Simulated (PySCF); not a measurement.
# How methods differ on the ionisation energy of O⁺

O⁺ [He] 2s2 2p3 (4S) → O²⁺ [He] 2s2 2p2 (3P), as a difference of total energies. Computed with PySCF 2.14 in aug-cc-pCVTZ-DK with one added diffuse shell each of s, p, d, f type (8s7p5d3f, 75 functions), with the spin-free X2C one-electron Hamiltonian (Gaussian nucleus). Correlated levels: valence and next inner shell: nothing frozen. The calculations carry no spin-orbit coupling.

```csv
method,ionisation energy (eV)
UHF,34.550
MP2 (valence and next inner shell),35.224
SCS-MP2 (valence and next inner shell),34.953
CCSD (valence and next inner shell),35.049
CCSD(T) (valence and next inner shell),35.057
```

Problem. How much does correlation contribute at CCSD(T) (valence and next inner shell)?

Solution. 35.057 − (34.550) = 0.507 eV, measured against UHF.

A first-order spin-orbit estimate (lowest level to lowest level, LS coupling) adds -0.027 eV.

Errors of the correlated levels include the incompleteness of this basis.

For comparison: 35.121 eV (measured; NIST Atomic Spectra Database, ionization energies).
